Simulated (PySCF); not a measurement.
Predicted microwave data (PBE0/def2-SVPD in PySCF (dipole) on a GFN2-xTB geometry, gas phase) for one isomer of C7H9Cl:

```
Rotational constants : A = 3856, B = 1421, C = 1421 MHz
Dipole components    : |μa| = 2.36 D, |μb| = 0.00 D, |μc| = 0.00 D
Inertial defect      : -131.04 u·Å²
κ                    : -1.00
```

Question: Which structure is it? (One computed conformer of each.)
A. `[CH2:1]=[CH:2]/[CH:3]=[C:4]1/[CH2:5][CH2:6][C@@H:7]1[Cl:8]` with C1–C2–C3–C4 179°
B. `[Cl:1][CH2:2][C@@:3]12[CH2:4][CH:5]=[CH:6][C@@H:7]1[CH2:8]2` with Cl1–C2–C3–C4 70°
C. `[C@]12(C[C@H]3[C@@H](C1)[C@H]3C2)Cl` (4-chloronortricyclene)

Answer: C. It is Cl[C@]12C[C@@H]3[C@H](C1)[C@@H]3C2, a prolate symmetric top, point group C3v. The candidates at the same level (rigid rotor, commonest isotopes):

```
                            SMILES  A (MHz)  B (MHz)  C (MHz)  μa (D)  μb (D)  μc (D)  Δ (u·Å²)  point group                        rotor
           ClC[C@@]12CC=C[C@@H]1C2     4157     1093    978.9    1.78    0.60    0.85    -67.79           C1  near-prolate asymmetric top
              C=C/C=C1/CC[C@@H]1Cl     2453     1217    855.9    0.07    2.08    0.63    -31.01           C1               asymmetric top
Cl[C@]12C[C@@H]3[C@H](C1)[C@@H]3C2     3856     1421     1421    2.36    0.00    0.00   -131.04          C3v        prolate symmetric top
```

`ClC[C@@]12CC=C[C@@H]1C2` has C 31 % too low; `C=C/C=C1/CC[C@@H]1Cl` has C 40 % too low. In the right answer the symmetry axis of this C3v structure is a, so μb and μc vanish by symmetry. No structure here is proved a minimum.
